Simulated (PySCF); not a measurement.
C₅H₅F, SMILES C=CC=C=CF.

Coordinates come from a B3LYP-D3(BJ)/def2-SVP optimisation. The structure was generated by enumeration, and PubChem lists no compound with its InChIKey, so it may never have been made. The values are those of a single conformer.

Two levels are set side by side: PBE/def2-TZVP (PySCF) and HF/def2-TZVP (PySCF). Same geometry, gas phase. Differences are taken from unrounded values.

```json
[
 {"quantity": "orbital gap (eV)", "HF": "11.67", "PBE": "3.85", "PBE minus HF": "-7.82"},
 {"quantity": "highest occupied level (eV)", "HF": "-9.30", "PBE": "-6.19", "PBE minus HF": "3.11"},
 {"quantity": "lowest empty level (eV)", "HF": "2.36", "PBE": "-2.34", "PBE minus HF": "-4.71"},
 {"quantity": "dipole moment (D)", "HF": "2.14", "PBE": "1.74", "PBE minus HF": "-0.39"},
 {"quantity": "mean polarisability (bohr³)", "HF": "69.0", "PBE": "71.0", "PBE minus HF": "2.0"}
]
```

Without exact exchange PBE keeps part of each electron's self-repulsion, which lifts occupied levels and narrows the gap. Differences between two approximate levels are no errors against the true value.

Rough cost on one machine, each run with all the roots and properties that it gave: HF against PBE about 1/3.
